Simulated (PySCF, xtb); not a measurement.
Si(I)(Me) (CH3ISi), SMILES [Si](C)I (connectivity only; charge and spin as stated), neutral, multiplicity 1.

xtb 6.7.1 with GFN2-xTB at its own geometry gives an orbital gap of 2.40 eV and a dipole moment of 4.96 D.

Geometry: r2SCAN-D4/def2-SVP. The def2 effective core potentials stand for the cores of I; spin–orbit coupling is left out.

Question: What does HF/def2-TZVPD run with PySCF give? (An estimate is asked for; the answer gives what the named calculation found.)

Answer: gap 9.11 eV (levels -8.88 and 0.24 eV), dipole 2.31 D.
